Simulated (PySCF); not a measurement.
Atomic charges by several schemes

Species: C₇H₈F₃P.
SMILES with atom numbers: `[CH2:1]=[CH:2][C:3]1=[CH:4][P:5]1[CH2:6][CH2:7][C:8]([F:9])([F:10])[F:11]` (hydrogens: H12, H13 on C1; H14 on C2; H15 on C4; H16, H17 on C6; H18, H19 on C7)

Cartesian coordinates in Å at the GFN2-xTB level; atoms count from 1:
```xyz
19
C7H8F3P angstrom
C      3.569   -0.646   -0.227
C      2.898    0.354   -0.791
C      1.633    0.796   -0.309
C      0.633    1.650   -0.429
P      0.351    0.518    0.977
C     -0.645   -0.864    0.126
C     -2.123   -0.839    0.508
C     -2.800    0.422    0.020
F     -4.128    0.389    0.228
F     -2.632    0.626   -1.297
F     -2.352    1.528    0.633
H      3.171   -1.161    0.632
H      4.526   -0.973   -0.595
H      3.289    0.882   -1.653
H      0.254    2.490   -0.965
H     -0.224   -1.819    0.450
H     -0.528   -0.788   -0.958
H     -2.245   -0.872    1.593
H     -2.657   -1.684    0.065
```

Density: PBE0/pcSseg-1 (PySCF); schemes: Mulliken, IAO, Hirshfeld and ESP-fitted. The structure is a single GFN2-xTB conformer in the gas phase; no vibrational or solvent corrections.

**Question.** For which atoms does the sign change between the 4 schemes (beyond +0.03 e in one, beyond −0.03 e in another)?

**Answer.** C3, P5 and C6. Atomic charges aren't observables, and each scheme defines them in its own way.

**Question.** Do the Mulliken, IAO, Hirshfeld and ESP-fitted schemes agree on where the charge is highest?

**Answer.** All schemes agree: Mulliken C8 (+0.773); IAO C8 (+0.806); Hirshfeld C8 (+0.260); ESP-fitted C8 (+0.641).

**Question.** At which atom do the 4 schemes differ most?

**Answer.** At P5: from -0.207 (ESP-fitted) to +0.412 e (IAO), 0.619 e apart.

**Question.** Give the atomic charges in each scheme.

**Answer.** In e:

```tsv
atom	environment	Mulliken	IAO	Hirshfeld	ESP-fitted
C1	terminal =CH2 carbon	-0.119	-0.280	-0.075	-0.395
C2	alkene CH carbon	-0.168	-0.151	-0.044	-0.110
C3	fully substituted alkene carbon	-0.159	-0.135	-0.036	+0.072
C4	alkene CH carbon	-0.231	-0.317	-0.090	-0.135
P5	phosphine phosphorus	+0.383	+0.412	+0.095	-0.207
C6	sp3 carbon bound to phosphorus	-0.455	-0.453	-0.133	+0.143
C7	chain CH2 carbon	-0.277	-0.306	-0.096	-0.425
C8	CF3 carbon	+0.773	+0.806	+0.260	+0.641
F9	fluorine of a CF3 group	-0.274	-0.289	-0.103	-0.232
F10	fluorine of a CF3 group	-0.275	-0.288	-0.093	-0.197
F11	fluorine of a CF3 group	-0.268	-0.283	-0.082	-0.183
H12	vinylic hydrogen	+0.128	+0.157	+0.047	+0.199
H13	vinylic hydrogen	+0.125	+0.160	+0.055	+0.187
H14	vinylic hydrogen	+0.111	+0.160	+0.055	+0.135
H15	vinylic hydrogen	+0.084	+0.179	+0.069	+0.156
H16	methylene hydrogen	+0.154	+0.151	+0.040	+0.059
H17	methylene hydrogen	+0.163	+0.148	+0.028	-0.009
H18	methylene hydrogen	+0.152	+0.163	+0.049	+0.165
H19	methylene hydrogen	+0.154	+0.166	+0.053	+0.136
```

Mean size of the charges over all atoms: IAO 0.263 e, Mulliken 0.234 e, ESP-fitted 0.199 e, Hirshfeld 0.079 e. Each set sums to the total charge, 0, to within 0.001 e. The IAO scheme projects the occupied orbitals on a minimal set of polarised atomic orbitals and counts the electrons in each atom's part of it. The Mulliken scheme counts on each atom the diagonal of the density matrix times the overlap matrix over that atom's basis functions.

**Question.** How many electrons does the Hirshfeld scheme count on C8?

**Answer.** Z − q = 6 − (+0.260) = 5.740.

**Question.** Sum the charges by element, for elements with more than one atom.

**Answer.** 
| element | atoms | Mulliken | IAO | Hirshfeld | ESP-fitted |
| --- | --- | --- | --- | --- | --- |
| C | 7 | -0.638 | -0.836 | -0.214 | -0.208 |
| F | 3 | -0.817 | -0.860 | -0.278 | -0.612 |
| H | 8 | +1.071 | +1.284 | +0.397 | +1.028 |
